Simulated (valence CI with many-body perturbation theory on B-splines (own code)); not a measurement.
As XXVIII: electric-dipole lines

Calculated by configuration interaction combined with many-body perturbation theory (CI+MBPT): four valence electrons over a frozen Dirac-Fock core [He], a basis of 11 s, 11 p, 10 d, 8 f, 5 g, 2 h functions for each j, with the one-electron correlation potential Σ1, the two-electron term Σ2, the three-electron term Σ3, Breit, model QED; selected CI, second order for the rest, scaled by the run's own slope (own B-spline code, finite nucleus).

No measured spectrum was set against this ion. As an estimate, large intervals hold to a few tenths of a per cent, small ones and those within an open d or f shell to about a per cent. Among the levels kept, up to 1000 cm⁻¹ of a level comes from second order outside the variational space, and about a tenth of that is noise between levels of different J, which matters for small intervals.

Lines 201 to 250 of 535 in falling wavelength, among levels below 2003.0 eV, chosen from the strongest by gf and those to the six lowest levels. Wavelengths and rates use the calculated energies. Electric multipoles are in the length gauge, E1 and E2 with the static RPA response of the core. Weak lines are less certain than strong ones. Lines between different terms over intervals too small for the method are left out, as are lines whose strength nearly cancels. Where a level lies close to another of its J and parity, the split of strength between their lines is uncertain. The highest levels of a list are the least certain.

Levels are named by their leading jj configuration (3d3/2^4 stands for four electrons in 3d with j = 3/2), which in mixed levels can hold well under half, so a name can repeat and another be missing. Letters in brackets count levels of one name in rising energy.

```csv
λ vac (nm),Upper,Lower,A (s⁻¹),S (a.u.) with core polarisation,S without
7.601,(2s 2p3/2^2 3p1/2) J=1 [b],(2s^2 2p3/2 3p1/2) J=2,6.77e+10,4.40e-02,4.42e-02
7.601,(2s 2p3/2^2 3s) J=1 [a],(2s^2 2p3/2 3s) J=2,6.99e+10,4.54e-02,4.56e-02
7.600,(2s 2p3/2^2 3d5/2) J=4 [b],(2s^2 2p3/2 3d5/2) J=4,5.92e+10,1.15e-01,1.16e-01
7.598,(2s 2p3/2^2 3d5/2) J=3 [b],(2s^2 2p3/2 3d5/2) J=4,4.46e+10,6.76e-02,6.78e-02
7.583,(2s 2p3/2^3) J=1,(2s^2 2p3/2^2) J=0,3.12e+10,2.02e-02,2.02e-02
7.581,(2s 2p3/2^2 3s) J=1 [b],(2s^2 2p3/2 3s) J=1,6.07e+10,3.91e-02,3.93e-02
7.575,(2s 2p3/2^2 3p3/2) J=3 [b],(2s^2 2p3/2 3p3/2) J=3,7.01e+10,1.05e-01,1.06e-01
7.560,(2p1/2^2 2p3/2 3s) J=2,(2s^2 2p3/2 3p1/2) J=2,3.15e+10,3.36e-02,3.37e-02
7.535,(2s 2p1/2 2p3/2 3d5/2) J=1 [b],(2s^2 2p3/2 3s) J=1,3.87e+10,2.45e-02,2.46e-02
7.532,(2s 2p3/2^2 3d3/2) J=2 [c],(2s^2 2p3/2 3d3/2) J=3,5.57e+10,5.87e-02,5.89e-02
7.529,(2s 2p3/2^2 3p1/2) J=2 [b],(2s^2 2p3/2 3p1/2) J=2,3.90e+10,4.11e-02,4.12e-02
7.519,(2s 2p1/2 2p3/2^2) J=1 [a],(2s^2 2p1/2 2p3/2) J=1,5.30e+10,3.33e-02,3.34e-02
7.499,(2s 2p3/2^2 3s) J=2 [b],(2s^2 2p3/2 3s) J=2,4.06e+10,4.22e-02,4.24e-02
7.480,(2s 2p3/2^2 3p1/2) J=1 [a],(2s^2 2p3/2 3p1/2) J=1,5.35e+10,3.31e-02,3.32e-02
7.457,(2s 2p3/2^2 3d5/2) J=1 [b],(2s^2 2p3/2 3d5/2) J=2,5.59e+10,3.43e-02,3.44e-02
7.454,(2p1/2^2 2p3/2 3p1/2) J=2,(2s 2p1/2^2 3p1/2) J=1,2.26e+10,2.31e-02,2.32e-02
7.439,(2s 2p3/2^2 3s) J=2 [c],(2s^2 2p3/2 3s) J=2,4.07e+10,4.14e-02,4.15e-02
7.408,(2s 2p3/2^2 3p3/2) J=2 [b],(2s^2 2p3/2 3p3/2) J=3,5.61e+10,5.63e-02,5.65e-02
7.379,(2s 2p3/2^2 3d5/2) J=2 [c],(2s^2 2p3/2 3d5/2) J=3,7.93e+10,7.86e-02,7.88e-02
7.350,(2p1/2^2 2p3/2 3p3/2) J=3,(2s^2 2p3/2 3d5/2) J=4,3.20e+10,4.39e-02,4.40e-02
7.233,(2s 2p3/2^2 3p3/2) J=1 [c],(2s^2 2p3/2 3p3/2) J=2,5.56e+10,3.12e-02,3.13e-02
7.047,(2p3/2^3 3s) J=2,(2s 2p3/2^2 3s) J=3,2.34e+10,2.02e-02,2.03e-02
7.038,(2s 2p1/2 2p3/2^2) J=1 [b],(2s^2 2p1/2 2p3/2) J=2,1.08e+11,5.58e-02,5.60e-02
6.704,(2s 2p3/2^3) J=1,(2s^2 2p3/2^2) J=2,1.22e+11,5.45e-02,5.47e-02
6.700,(2s 2p1/2 2p3/2^2) J=1 [b],(2s^2 2p1/2 2p3/2) J=1,3.00e+10,1.34e-02,1.34e-02
6.317,(2s 2p3/2^3) J=2,(2s^2 2p1/2 2p3/2) J=2,1.43e+10,8.88e-03,8.91e-03
6.301,(2s 2p1/2 2p3/2^2) J=1 [a],(2s^2 2p1/2^2) J=0,5.54e+09,2.05e-03,2.06e-03
6.181,(2p1/2^2 2p3/2^2) J=2,(2s 2p1/2^2 2p3/2) J=2,1.25e+10,7.29e-03,7.32e-03
5.716,(2s 2p1/2 2p3/2^2) J=1 [b],(2s^2 2p1/2^2) J=0,1.14e+10,3.16e-03,3.17e-03
5.331,(2s 2p3/2^3) J=1,(2s^2 2p1/2 2p3/2) J=1,1.15e+10,2.59e-03,2.60e-03
0.7842,(2p3/2^3 3s) J=1,(2p3/2^4) J=0,4.15e+12,2.96e-03,2.95e-03
0.7833,(2p1/2 2p3/2^2 3s) J=2 [b],(2p1/2 2p3/2^3) J=2,6.36e+12,7.54e-03,7.52e-03
0.7824,(2p1/2 2p3/2^2 3s) J=1 [a],(2p1/2 2p3/2^3) J=1,4.86e+12,3.45e-03,3.43e-03
0.7810,(2s 2p3/2^2 3s) J=2 [a],(2s 2p3/2^3) J=2,4.15e+12,4.88e-03,4.86e-03
0.7786,(2p1/2^2 2p3/2 3s) J=1,(2p1/2^2 2p3/2^2) J=2,4.05e+12,2.83e-03,2.82e-03
0.7772,(2s^2 2p3/2 3s) J=1,(2s^2 2p3/2^2) J=0,2.29e+12,1.59e-03,1.59e-03
0.7771,(2s 2p3/2^2 3s) J=1 [b],(2s 2p3/2^3) J=1,3.29e+12,2.29e-03,2.28e-03
0.7748,(2s 2p1/2 2p3/2 3s) J=2 [c],(2s 2p1/2 2p3/2^2) J=2 [b],2.69e+12,3.09e-03,3.08e-03
0.7733,(2s 2p1/2 2p3/2 3s) J=1 [a],(2s 2p1/2 2p3/2^2) J=2 [a],5.71e+12,3.91e-03,3.90e-03
0.7730,(2s 2p1/2 2p3/2 3s) J=1 [b],(2s 2p1/2 2p3/2^2) J=1 [a],3.72e+12,2.54e-03,2.54e-03
0.7723,(2s 2p1/2 2p3/2 3s) J=2 [b],(2s 2p1/2 2p3/2^2) J=3,4.45e+12,5.06e-03,5.04e-03
0.7692,(2s^2 2p1/2 3s) J=1,(2s^2 2p1/2 2p3/2) J=2,4.19e+12,2.82e-03,2.81e-03
0.7687,(2s^2 2p3/2 3s) J=2,(2s^2 2p3/2^2) J=2,2.13e+12,2.38e-03,2.37e-03
0.7685,(2s^2 2p3/2 3p1/2) J=1,(2s 2p1/2^2 2p3/2) J=2,1.34e+12,9.03e-04,9.00e-04
0.7673,(2s 2p1/2^2 3s) J=1,(2s 2p1/2^2 2p3/2) J=2,2.94e+12,1.97e-03,1.96e-03
0.7670,(2p1/2 2p3/2^2 3s) J=2 [a],(2p1/2^2 2p3/2^2) J=2,2.91e+12,3.24e-03,3.23e-03
0.7669,(2s^2 2p3/2 3s) J=1,(2s^2 2p3/2^2) J=2,5.80e+12,3.87e-03,3.86e-03
0.7657,(2s^2 2p1/2 3s) J=0,(2s^2 2p1/2 2p3/2) J=1,5.94e+12,1.31e-03,1.31e-03
0.7649,(2s^2 2p1/2 3s) J=1,(2s^2 2p1/2 2p3/2) J=1,1.01e+12,6.70e-04,6.67e-04
0.7635,(2s 2p1/2 2p3/2 3d5/2) J=1 [b],(2s 2p3/2^3) J=2,3.91e+12,2.57e-03,2.57e-03
```
